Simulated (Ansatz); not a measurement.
An input meant for SeH2 (H2Se) (charge 0, singlet).

```yaml
crystal:
  periodic: [false, false, false]
  atoms:
    - {symbol: Se, position_ang: [0.005058, -0.008076, -0.694705]}
    - {symbol: H, position_ang: [1.047370, -0.017263, 0.355216]}
    - {symbol: H, position_ang: [-1.052427, 0.025339, 0.339489]}
basis:
  gaussian: {orbitals: 6-31G, final_grid: {core_spheres: 1, valence_spheres: 1, degree: 1}}
hamiltonian: {xc: {name: r2SCAN}}
scf: {lower_state_search: light}
```

```sh
$ ansatz run in.yaml --threads 2 --pin off --events-out ev --progress --plain --max-ram 4352MiB
```

Output, abridged:

```
Functional definition: r2SCAN
314 factors; integrals over basis functions are off by at most 6.6e-4 eV
mean field evaluation 1: about -65370.7871 eV, gradient 7.9e0 eV
mean field evaluation 2: about -65370.7732 eV, gradient 8.7e0 eV
mean field evaluation 4: about -65371.0265 eV, gradient 1.3e-1 eV
mean field evaluation 8: about -65240.5720 eV, gradient 3.1e2 eV
mean field evaluation 16: about -65252.6820 eV, gradient 2.1e2 eV
mean field evaluation 32: about -65402.1687 eV, gradient 2.8e-1 eV
mean field evaluation 64: about -65390.0843 eV, gradient 1.1e2 eV
mean field -65408.63991014 eV, -2403.7231811290 hartree, gradient 1.2e-5 eV, S^2 0.000000; 3 other end points of the search recorded, 0 dependent functions left out
reference -65408.63991162 eV, -2403.7231811835 hartree; 18, 18 occupied and 15, 15 virtual orbitals, 314 factors
Total energy: -65408.63991162 eV, -2403.7231811835 hartree
```

In this input the integration grid is far too coarse. The calculation finished and met its thresholds. The result belongs to that input, not to the species as meant.

The 6-31G sets use Cartesian d functions.
